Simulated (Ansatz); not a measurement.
Reaction (formal exchange of groups at a C–Si bond): `CC[SiH3]` + `[SiH3]CS` → `CC[SiH2]CS` + SiH₄

Computed with Ansatz on PBE0-D4/def2-TZVP structures; ΔE is electronic, products minus reactants. CCSD(T)/CBS adds triple-zeta CCSD(T) − MP2 to the extrapolated MP2 energy (def2 sets, frozen cores). This one scheme is used for every species. Functionals use def2-TZVPP. B3LYP here is the variant with VWN-RPA as its local correlation; programs differ in this. Each species was taken in one conformer, which may not be the lowest.

`CC[SiH3]`:

```xyz
11

C     1.002    0.323    0.954
C    -0.108    0.705   -0.021
Si   -0.877   -0.770   -0.889
H     1.429    1.203    1.442
H     1.818   -0.197    0.444
H     0.633   -0.342    1.739
H     0.272    1.390   -0.786
H    -0.905    1.247    0.500
H    -1.467   -1.708    0.106
H     0.155   -1.511   -1.665
H    -1.952   -0.339   -1.825
```

`[SiH3]CS`:

Cartesian coordinates in Å:
```
Si 0.582 0.483 0.771
C -0.294 -0.827 -0.250
S -0.652 -0.232 -1.925
H 1.888 0.816 0.149
H 0.804 0.004 2.163
H -0.267 1.704 0.814
H 0.370 -1.685 -0.384
H -1.202 -1.192 0.234
H -1.230 0.929 -1.573
```

`CC[SiH2]CS`:

```xyz
15

C    -1.730    0.578    0.202
C    -0.432    0.701    0.995
Si    1.112    0.613   -0.067
C     1.138   -0.951   -1.116
S     1.040   -2.466   -0.124
H    -1.799   -0.385   -0.312
H    -1.808    1.357   -0.561
H    -2.607    0.663    0.848
H    -0.373   -0.074    1.767
H    -0.404    1.654    1.534
H     1.138    1.789   -0.988
H     2.335    0.641    0.779
H     0.364   -0.948   -1.887
H     2.099   -1.012   -1.631
H    -0.074   -2.160    0.560
```

SiH₄:

```xyz
5

Si    0.000    0.000    0.000
H    -0.630    1.205    0.596
H    -1.057   -0.913   -0.503
H     0.808   -0.698    1.032
H     0.879    0.406   -1.125
```

| level | ΔE (kcal/mol) | difference from CCSD(T)/CBS |
| --- | --- | --- |
| PBE0-D4 | -1.0 | 0.2 |
| B3LYP-D4 | -1.3 | -0.1 |
| r2SCAN | -0.6 | 0.6 |
| SCS-MP2/def2-TZVPP | -1.1 | 0.1 |
| CCSD/def2-TZVPP | -1.0 | 0.2 |
| CCSD(T)/def2-TZVPP | -1.3 | -0.1 |
| HF/def2-QZVPP | 0.6 | 1.8 |
| MP2/def2-QZVPP | -1.4 | -0.2 |
| HF/CBS(def2) | 0.7 | 1.9 |
| MP2/CBS(def2) | -1.3 | -0.1 |
| CCSD(T)/CBS | -1.2 | 0 |

Largest T1 diagnostic among the species: 0.011.

In def2-TZVPP, CCSD(T) changes the Hartree–Fock value by −1.9 kcal/mol (the triples alone add −0.3 kcal/mol) and MP2 by −2.1 kcal/mol. The D4 term adds −1.6 kcal/mol with B3LYP and −1.0 kcal/mol with PBE0; it sums over pairs of atoms, weighted by their polarisabilities, and B3LYP, whose exchange is more repulsive, gets the larger term.
